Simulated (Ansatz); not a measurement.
Ansatz (an electronic-structure program) input (MP2/6-31G* with LANL2DZ past Ar): The .json file joins the Basis Set Exchange's 6-31G* for atoms up to Ar and LANL2DZ past it.

Ansatz 0.2 input:
```yaml
crystal:
  periodic: [false, false, false]
  atoms:
    - {symbol: Ti, position_ang: [-0.14204594, -0.27513612, -0.22781313]}
    - {symbol: O, position_ang: [1.25804129, 0.57469520, -0.58656583]}
    - {symbol: O, position_ang: [-0.86741496, 0.18192914, 1.21305193]}
basis:
  gaussian:
    orbitals: 6-31Gs+LANL2DZ.json
total_charge: -1
magnetization: {spin_polarized: true, initial_magnetization: 1}
correlation: {method: mp2, electrons: outside_noble_gas}
relax: {f_tol: 0.003, max_steps: 120}
```

Output:

```
WARN ansatz: RAYON_NUM_THREADS=1 ignored (pool sized by the plan → 1); use --threads N
Functional definition: HF
these checks for a lower state are left out or cut short: cluster_reference
integrals: 0.01 GiB planned
605 factors; integrals over basis functions are off by at most 2.1e-4 eV
mean field: 0.13 GiB planned
mean field evaluation 1: about -5631.5349 eV, gradient 3.7e1 eV
mean field evaluation 2: about -5631.6482 eV, gradient 3.7e1 eV
mean field evaluation 4: about -5639.0587 eV, gradient 5.0e0 eV
mean field evaluation 8: about -5639.2797 eV, gradient 5.1e-1 eV
mean field evaluation 16: about -5639.3161 eV, gradient 3.4e-6 eV
mean field evaluation 32: about -5638.8465 eV, gradient 1.4e-6 eV
mean field evaluation 64: about -5638.5500 eV, gradient 3.5e-3 eV
mean field evaluation 96: about -5638.2469 eV, gradient 6.4e0 eV
mean field evaluation 128: about -5638.6832 eV, gradient 1.6e0 eV
mean field evaluation 160: about -5638.9458 eV, gradient 5.3e0 eV
mean field evaluation 192: about -5637.4815 eV, gradient 4.4e0 eV
mean field evaluation 224: about -5637.7654 eV, gradient 1.4e0 eV
mean field evaluation 256: about -5639.2799 eV, gradient 5.2e-1 eV
mean field evaluation 288: about -5639.3161 eV, gradient 1.4e-5 eV
mean field -5639.31608131 eV, -207.2410435225 hartree, gradient 6.8e-6 eV, S^2 0.792915; 18 other end points of the search recorded, 0 dependent functions left out
6 core orbitals not correlated
reference -5639.31608131 eV, -207.2410435225 hartree; 9, 8 occupied and 37, 38 virtual orbitals, 605 factors
densities: 0.10 GiB planned
second order -15.08890075 eV of doubles, -0.00000000 eV of singles
the calculation of the forces begins
relax step   1: F+E_penalty+E_count = -5654.40498207 eV  Δ(F+E_penalty+E_count) = +0.000e0 eV  max|allowed force component| = 9.076e-1 eV/Å  Δτ_max = 0.0000 Å  (1107 SCF iters, accepted)
these checks for a lower state are left out or cut short: starts, cluster_reference, orbital_swaps, neighbouring_geometries, increment
integrals: 0.01 GiB planned
605 factors; integrals over basis functions are off by at most 2.1e-4 eV
mean field: 0.13 GiB planned
mean field -5639.23590897 eV, -207.2380972433 hartree, gradient 2.6e-6 eV, S^2 0.809078; 0 other end points of the search recorded, 0 dependent functions left out
6 core orbitals not correlated
reference -5639.23590897 eV, -207.2380972433 hartree; 9, 8 occupied and 37, 38 virtual orbitals, 605 factors
densities: 0.10 GiB planned
second order -15.19670832 eV of doubles, -0.00000000 eV of singles
the calculation of the forces begins
relax step   2: F+E_penalty+E_count = -5654.43261729 eV  Δ(F+E_penalty+E_count) = -2.764e-2 eV  max|allowed force component| = 4.865e-1 eV/Å  Δτ_max = 0.0349 Å  (106 SCF iters, accepted)
these checks for a lower state are left out or cut short: starts, cluster_reference, orbital_swaps, neighbouring_geometries, increment
integrals: 0.01 GiB planned
605 factors; integrals over basis functions are off by at most 2.1e-4 eV
mean field: 0.13 GiB planned
mean field -5639.23838383 eV, -207.2381881927 hartree, gradient 3.0e-6 eV, S^2 0.803192; 0 other end points of the search recorded, 0 dependent functions left out
6 core orbitals not correlated
reference -5639.23838383 eV, -207.2381881927 hartree; 9, 8 occupied and 37, 38 virtual orbitals, 605 factors
densities: 0.10 GiB planned
second order -15.19876773 eV of doubles, -0.00000000 eV of singles
the calculation of the forces begins
mean field evaluation 320: about -5639.2384 eV, gradient 3.0e-6 eV
relax step   3: F+E_penalty+E_count = -5654.43715156 eV  Δ(F+E_penalty+E_count) = -4.534e-3 eV  max|allowed force component| = 1.059e-1 eV/Å  Δτ_max = 0.0115 Å  (98 SCF iters, accepted)
these checks for a lower state are left out or cut short: starts, cluster_reference, orbital_swaps, neighbouring_geometries, increment
integrals: 0.01 GiB planned
605 factors; integrals over basis functions are off by at most 2.1e-4 eV
mean field: 0.13 GiB planned
mean field -5639.23516659 eV, -207.2380699614 hartree, gradient 3.5e-6 eV, S^2 0.801916; 0 other end points of the search recorded, 0 dependent functions left out
6 core orbitals not correlated
reference -5639.23516659 eV, -207.2380699614 hartree; 9, 8 occupied and 37, 38 virtual orbitals, 605 factors
densities: 0.10 GiB planned
second order -15.20232664 eV of doubles, -0.00000000 eV of singles
the calculation of the forces begins
relax step   4: F+E_penalty+E_count = -5654.43749324 eV  Δ(F+E_penalty+E_count) = -3.417e-4 eV  max|allowed force component| = 1.287e-2 eV/Å  Δτ_max = 0.0049 Å  (87 SCF iters, accepted)
these checks for a lower state are left out or cut short: starts, cluster_reference, orbital_swaps, neighbouring_geometries, increment
integrals: 0.01 GiB planned
605 factors; integrals over basis functions are off by at most 2.1e-4 eV
mean field: 0.13 GiB planned
mean field -5639.23584249 eV, -207.2380948002 hartree, gradient 4.1e-6 eV, S^2 0.801715; 0 other end points of the search recorded, 0 dependent functions left out
6 core orbitals not correlated
reference -5639.23584249 eV, -207.2380948002 hartree; 9, 8 occupied and 37, 38 virtual orbitals, 605 factors
densities: 0.10 GiB planned
second order -15.20165239 eV of doubles, -0.00000000 eV of singles
the calculation of the forces begins
relax step   5: F+E_penalty+E_count = -5654.43749488 eV  Δ(F+E_penalty+E_count) = -1.648e-6 eV  max|allowed force component| = 9.488e-4 eV/Å  Δτ_max = 0.0001 Å  (83 SCF iters, accepted)
these checks for a lower state are left out or cut short: cluster_reference
integrals: 0.01 GiB planned
605 factors; integrals over basis functions are off by at most 2.1e-4 eV
mean field: 0.13 GiB planned
mean field evaluation 352: about -5639.2107 eV, gradient 3.7e-1 eV
mean field evaluation 384: about -5638.7258 eV, gradient 3.1e-3 eV
mean field evaluation 416: about -5638.7370 eV, gradient 2.5e-1 eV
mean field evaluation 448: about -5639.2237 eV, gradient 6.9e-1 eV
mean field evaluation 480: about -5639.0004 eV, gradient 2.4e-1 eV
mean field evaluation 512: about -5637.7464 eV, gradient 7.2e-1 eV
mean field evaluation 544: about -5631.7286 eV, gradient 2.2e1 eV
mean field evaluation 576: about -5638.7839 eV, gradient 3.9e0 eV
mean field evaluation 608: about -5639.0152 eV, gradient 1.2e-1 eV
mean field evaluation 640: about -5639.2358 eV, gradient 1.2e-3 eV
mean field -5639.23584249 eV, -207.2380948002 hartree, gradient 4.1e-6 eV, S^2 0.801715; 19 other end points of the search recorded, 0 dependent functions left out
6 core orbitals not correlated
reference -5639.23584249 eV, -207.2380948002 hartree; 9, 8 occupied and 37, 38 virtual orbitals, 605 factors
densities: 0.10 GiB planned
second order -15.20165239 eV of doubles, -0.00000000 eV of singles
the calculation of the forces begins
Total energy: -5654.43749488 eV, -207.7967452216 hartree
Atom 0 at    -0.157808    -0.305667    -0.253093 Å, force    -0.000490    -0.000949    -0.000786 eV/Å
Atom 1 at     1.235719     0.584379    -0.548353 Å, force     0.000660     0.000551     0.000041 eV/Å
Atom 2 at    -0.829330     0.202776     1.200119 Å, force    -0.000170     0.000398     0.000744 eV/Å
Dipole moment:     0.026888     0.052081     0.043123 e Å
Checks for a lower state left out: cluster_reference
```

The dipole moment of an ion depends on the origin.
